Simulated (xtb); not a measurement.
Here is a job for xtb.
```
$ xtb mol.xyz --gfn 1 --vomega --json

# file mol.xyz
4

Sb     0.00484300    -0.00078460     0.61928673
Cl    -1.76019696    -0.96558664    -0.60678369
Cl     0.03597192     2.00418831    -0.61706773
Cl     1.70969605    -1.03624788    -0.63400877
```

**Question.** What does this run give for the vertical electron affinity (with the method's empirical shift), vertical ionisation energy (with the method's empirical shift)?

**Answer.** 
The vertical electron affinity (with the method's empirical shift) is -0.66 eV. The vertical ionisation energy (with the method's empirical shift) comes out as 10.57 eV.
